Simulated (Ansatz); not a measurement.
A nudged elastic band was laid between two geometries of CH₇BBrNOSi (13 atoms, charge 0, multiplicity 1).

The calculation used Ansatz, RKS revPBE/def2-SVP.

| Property | Result |
| --- | --- |
| movable images | 9 |
| climbing image | yes |
| spring | 5.0 eV/Å² |
| optimiser | quadratic models (default) |
| start path | IDPP |
| force threshold | 0.05 eV/Å |
| iteration limit | 49 |
| end points | relaxed |

Image 0:

```xyz
13
Properties=species:S:1:pos:R:3
N 0.185 -2.422 0.635
B 0.709 -1.137 0.791
Si 0.608 0.195 -0.738
Br -0.429 -0.808 -2.522
C -0.357 1.781 -0.246
O -1.550 1.397 0.437
H 0.186 -3.132 1.371
H -0.263 -2.729 -0.234
H 1.218 -0.828 1.856
H 1.948 0.660 -1.256
H -0.550 2.398 -1.158
H 0.341 2.377 0.399
H -2.025 2.213 0.680
```

Image 10:

```xyz
13
Properties=species:S:1:pos:R:3
N 1.359 -2.132 0.759
B 0.182 -1.383 0.627
Si -0.029 -0.016 -0.860
Br -1.678 -0.768 -2.246
C -0.461 1.753 -0.253
O -1.509 1.687 0.711
H 1.487 -2.845 1.481
H 2.170 -2.044 0.143
H -0.723 -1.589 1.416
H 1.199 0.142 -1.733
H -0.719 2.378 -1.144
H 0.489 2.182 0.166
H -1.747 2.602 0.949
```

Which bonds break or form, and what moves?

No bond is made or broken. The height of N1 over the plane of its neighbours goes from 0.01 to 0.01 Å.

What energy profile does the band end with?

The run converged. The highest image is number 6 of 0 to 10, 3.0 kcal/mol above the first end and 0.4 kcal/mol above the last; the last end lies 2.6 kcal/mol above the first. A vibrational analysis at the climbing image gives one clearly imaginary mode, 77i cm⁻¹: a first-order saddle point.

```
image  path coordinate (Å)  energy (kcal/mol)  height of N1 over the plane of its neighbours (Å)
    0                 0.00                0.0                                               0.01
    1                 0.49                0.2                                               0.01
    2                 0.98                0.7                                               0.01
    3                 1.48                1.5                                               0.01
    4                 1.97                2.2                                               0.01
    5                 2.46                2.8                                               0.01
    6                 2.95                3.0                                               0.02
    7                 3.36                2.9                                               0.01
    8                 3.77                2.8                                               0.01
    9                 4.18                2.7                                               0.01
   10                 4.59                2.6                                               0.01
```

What is the geometry of the highest image?


```xyz
13
Properties=species:S:1:pos:R:3
N 0.880 -2.524 0.495
B 0.288 -1.276 0.720
Si 0.115 0.093 -0.778
Br -1.521 -0.628 -2.205
C -0.304 1.866 -0.180
O -1.408 1.818 0.720
H 0.955 -3.242 1.220
H 1.242 -2.836 -0.409
H -0.130 -1.035 1.839
H 1.357 0.228 -1.635
H -0.491 2.512 -1.074
H 0.634 2.258 0.299
H -1.595 2.732 1.003
```

The band took 6 iterations and of the order of 5 core-minutes.

Time of the run: 2.6 min on 2 threads of Intel(R) Xeon(R) Platinum 8488C (Sapphire Rapids), on a shared host, peak memory 0.22 GiB.
